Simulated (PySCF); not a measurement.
Mg(F)(OH) (FHMgO), SMILES [Mg]([OH])[F]. Geometry optimised at PBE-D3(BJ)/def2-TZVP. The values are those of a single conformer.

Give the equilibrium geometry at PBE-D3(BJ)/def2-TZVP (PySCF confirms it by a frequency run) as Cartesian coordinates in Å, and its point group. (The exact figures need the calculation; the answer reports its results.)

This is not unique; one that fits is point group Cs.
```xyz
4

Mg     0.0208    -0.0318     0.0000
F     -0.0025    -1.8009     0.0000
O     -0.0860     1.7557     0.0000
H      0.4619     2.5450     0.0000
```
